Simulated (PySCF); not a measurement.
SMILES O[Se]Br (HBrOSe), singlet, PBE0/def2-SVP optimised geometry.

```
4

Se    -0.98    -1.02     0.00
Br     1.36    -1.02     0.00
O     -1.36     0.72     0.00
H     -1.33     1.02     0.92
```

Density from PBE0/def2-TZVP run with PySCF 2.14.0 at that geometry.

Minimum of the electron density along straight lines between bonded atoms, close to the bond critical point (lines longer than 1.1 times the sum of covalent radii, or with two minima, are not listed):

```csv
bond,length / Å,ρ at the minimum / e bohr⁻³,∇²ρ there / e bohr⁻⁵,position (fraction from the first atom)
Se1–Br2,2.335,0.103,-0.01,0.47
Se1–O3,1.783,0.168,0.22,0.47
O3–H4,0.968,0.357,-2.43,0.81
```
